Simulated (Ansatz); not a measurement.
`C[O][GeH]([SH])[Cl]`, charge 0, multiplicity 1.

Question: Give a relaxed structure at PBE0-D4/def2-TZVP (Ansatz 0.2.0). (Estimate.)

Answer: The calculation gave: 
```xyz
10

C     0.249   -0.666   -1.410
O    -0.556    0.414   -0.986
Ge   -0.508    0.952    0.687
S    -0.908   -0.696    2.105
Cl    1.479    1.676    1.096
H    -0.005   -0.876   -2.450
H     1.315   -0.419   -1.353
H     0.062   -1.569   -0.816
H    -1.528    2.083    0.790
H     0.399   -0.899    2.338
```
This is one stationary point; other conformers may exist.
